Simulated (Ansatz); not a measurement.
Species: C₂H₆GeO, SMILES `C[C](=O)[GeH3]` (charge 0, multiplicity 1).

Problem. Give a relaxed geometry from B3LYP-D3(BJ)/def2-TZVP in Ansatz (a first-principles code).

Solution. the end point of this relaxation (outside a Z-matrix the atoms follow the SMILES, hydrogens last).
Z-matrix (Å, degrees):
```
C
O 1 1.2053
C 1 1.5086 2 122.63
H 3 1.0897 1 110.63 2 -1.93
H 3 1.0933 4 110.15 1 121.60
H 3 1.0935 4 110.02 5 117.47
Ge 1 2.0320 2 119.84 3 -179.69
H 7 1.5329 1 108.36 2 -9.59
H 7 1.5407 8 110.39 1 -119.33
H 7 1.5412 8 110.69 9 -119.77
```
